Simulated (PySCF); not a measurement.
# Molecular orbitals of SmP

PBE0 at R = 2.603 Å; Sm x2c-SVPall, P x2c-SVPall; spin-free X2C with a Gaussian nucleus (PySCF 2.14). State: octet, about 6.0 electrons in the 4f shell (Mulliken), real f orbitals that mix terms, a second solution, started from another occupation. Only the outer orbitals are listed, counted within each symmetry.

| spin | orbital | occ. | ε (eV) | on Sm (%) | main shells (%) |
| --- | --- | --- | --- | --- | --- |
| α | 9π | 1 | -3.95 | 37 | 62 P p, 32 Sm d |
| α | 9π | 1 | -3.95 | 37 | 62 P p, 32 Sm d |
| α | 18σ | 0 | -2.17 | 93 | 65 Sm s, 16 Sm p, 9 Sm d |
| α | 19σ | 0 | -0.63 | 93 | 59 Sm d, 32 Sm p |
| α | 4δ | 0 | -0.47 | 100 | 100 Sm d |
| β | 8π | 1 | -3.79 | 25 | 75 P p, 20 Sm d |
| β | 8π | 1 | -3.79 | 25 | 75 P p, 20 Sm d |
| β | 16σ | 0 | -2.24 | 72 | 65 Sm s, 27 P p |
| β | 17σ | 0 | -1.12 | 55 | 43 P p, 26 Sm s, 24 Sm d |
| β | 3δ | 0 | 0.16 | 100 | 100 Sm d |

Which are the highest filled and the lowest empty level, where do they sit, and how wide is the gap?

Highest filled β 8π at -3.79 eV (in %: 75 P p, 20 Sm d); lowest empty β 16σ at -2.24 eV (in %: 65 Sm s, 27 P p); the gap at PBE0 is 1.55 eV.

The bond order (Mayer) is 2.30 and the ⟨S²⟩ is 15.789. The charge on Sm (Mulliken, basis-dependent) is 0.34 and the charge on Sm (Löwdin, basis-dependent) is 0.06. The dipole moment (positive dipole means Sm(−)P(+)) is -9.30 D.

Spin–orbit coupling is left out.
